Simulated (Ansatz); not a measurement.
Relaxation of a periodic cell of 17 atoms, Si (host Si, host structure diamond, interstitial Si), to a largest force component of 0.03 eV/Å in at most 60 steps.

These are results of Ansatz 0.2.0, DFT PBE, scalar-relativistic, plane waves, PAW, not measurements. Settings: cutoff 420 eV, k mesh 2x2x2, gaussian smearing 0.05 eV, no spin polarisation.

```xyz
17
Lattice="0.0000 5.4300 5.4300 5.4300 0.0000 5.4300 5.4300 5.4300 0.0000" Properties=species:S:1:pos:R:3:forces:R:3
Si 0.000 0.000 0.000 -0.26 -0.16 1.69
Si 1.357 1.357 1.357 0.12 0.12 0.03
Si 2.715 2.715 0.000 -0.14 -0.14 -0.14
Si 4.072 4.072 1.357 -0.28 -0.30 -0.32
Si 2.715 0.000 2.715 -0.02 -0.12 -0.12
Si 4.072 1.357 4.072 -1.62 0.14 0.20
Si 5.430 2.715 2.715 -0.40 2.10 -0.21
Si 6.787 4.072 4.072 0.13 0.05 0.12
Si 0.000 2.715 2.715 -0.13 -0.03 -0.13
Si 1.357 4.072 4.072 0.20 -2.11 0.35
Si 2.715 5.430 2.715 2.73 -0.50 -0.41
Si 4.072 6.787 4.072 0.07 0.13 0.13
Si 2.715 2.715 5.430 0.31 0.29 0.28
Si 4.072 4.072 6.787 0.14 0.14 0.14
Si 5.430 5.430 5.430 -0.13 -0.13 -0.05
Si 6.787 6.787 6.787 0.35 0.44 -2.63
Si 6.172 6.122 8.796 -1.07 0.10 1.06
```

Task: Where does it end, and by what steps?

Result: The forces met the threshold. Limits of this set-up: coarse k mesh. After 11 steps the energy has fallen by 1.039 eV; Si3 moved furthest, 0.48 Å.

```tsv
step	energy less start (eV)	largest force component (eV/Å)	accepted
0	0.0000	2.730	yes
1	-0.7391	1.183	yes
2	-0.9873	0.132	yes
3	-1.0027	0.095	yes
4	-1.0062	0.096	yes
5	-1.0170	0.162	yes
6	-1.0276	0.104	yes
7	-1.0143	0.192	no
8	-1.0310	0.114	yes
9	-1.0385	0.031	yes
10	-1.0391	0.033	yes
11	-1.0394	0.009	yes
```

```xyz
17
Lattice="0.0000 5.4300 5.4300 5.4300 0.0000 5.4300 5.4300 5.4300 0.0000" Properties=species:S:1:pos:R:3
Si -0.117 -0.118 0.191
Si 1.301 1.297 1.422
Si 2.445 2.440 -0.279
Si 3.822 3.821 1.104
Si 2.746 0.039 2.750
Si 4.061 1.403 4.116
Si 5.313 2.908 2.596
Si 6.731 4.142 4.009
Si 0.044 2.744 2.750
Si 1.405 4.060 4.117
Si 2.910 5.312 2.596
Si 4.147 6.728 4.009
Si 2.814 2.812 5.526
Si 4.165 4.162 6.874
Si 5.473 5.468 5.457
Si 6.835 6.833 6.774
Si 6.373 6.371 9.084
```

Time of the run: 77 s on 1 thread of Arm Neoverse V1, with other jobs on the host, peak memory 0.51 GiB.
